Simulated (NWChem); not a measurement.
System: HfH$_{3}$I; SMILES [I][HfH3]

```xyz
5

Hf     0.0000     0.0000    -1.0038
I      0.0000     0.0000     1.6959
H     -1.0095     1.3894    -1.6531
H      1.7080     0.1795    -1.6531
H     -0.6985    -1.5689    -1.6531
```
Atoms are numbered in this order, from 1.

Level: PBE0/def2-SVP with def2 effective core potentials on I, Hf (NWChem), optimised geometry, unscaled harmonic frequencies. def2 effective core potentials on I, Hf; no spin-orbit coupling.

Q: List the harmonic frequencies with IR intensities, and the thermochemistry.

A: 
| frequency (cm⁻¹) | IR intensity (km/mol) |
|---|---|
| 193 | 8.9 |
| 315 | 37.7 |
| 315 | 37.7 |
| 577 | 184.7 |
| 649 | 68.6 |
| 649 | 68.6 |
| 1759 | 454.0 |
| 1759 | 454.0 |
| 1801 | 315.0 |

```yaml
zero_point_energy: 11.5 kcal/mol
thermal correction to the enthalpy at 298.15 K (with zero-point energy): 15.0 kcal/mol
heat capacity Cv: 14.1 cal/(mol K)
entropy at 298.15 K and 1 atm (symmetry number 3): 73.3 cal/(mol K)
```

Rigid rotor and harmonic oscillator.
